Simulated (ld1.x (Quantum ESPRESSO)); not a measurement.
**Transferability test, RRKJ potential for N (Z = 7)**

| Property | Result |
| --- | --- |
| Element | N |
| Generator | ld1.x (Quantum ESPRESSO) 7.5 |
| Type | norm-conserving RRKJ (Kleinman–Bylander form) |
| Functional | PBE |
| Relativity | non-relativistic |
| Frozen core | [He] |
| Valence charge | 5 |
| Reference configuration | 2s2 2p2.5 (charge +0.5) |
| Partial waves | 2s (bound): rc 0.75 bohr; 2p (bound): rc 1.65 bohr; 3d channel at 0.2 Ry: rc 1.80 bohr |
| Local potential | all-electron potential smoothed inside 1.20 bohr (lloc = -1) |
| Core correction | a·sin(br)/r model core, default radius (core density twice the valence density) |
| rho0 | 0.001 |

Energies are relative to the spin-unpolarised reference configuration 2s2 2p2.5; without spin polarisation the order of configurations can differ from experiment.

```json
{"valence configuration": "2s2 2p1", "charge": "+2", "ΔE all-electron (eV)": "37.360", "error AE − PS (meV)": "+176"}
{"valence configuration": "2s1 2p3", "charge": "+1", "ΔE all-electron (eV)": "20.248", "error AE − PS (meV)": "-25"}
{"valence configuration": "2s2 2p0", "charge": "+3", "ΔE all-electron (eV)": "84.444", "error AE − PS (meV)": "+905"}
{"valence configuration": "2s1 2p4", "charge": "0", "ΔE all-electron (eV)": "6.381", "error AE − PS (meV)": "+26"}
{"valence configuration": "2s1 2p0", "charge": "+4", "ΔE all-electron (eV)": "162.214", "error AE − PS (meV)": "+1563"}
```

(1) What are ΔE and the potential's error for 2s2 2p2?

(2) What are ΔE and the potential's error for 2s2 2p3?

## Answers

(1) ΔE = 8.501 eV all-electron; the error (AE − PS) is +8.7 meV.

(2) ΔE = -5.096 eV all-electron; the error (AE − PS) is +2.7 meV.
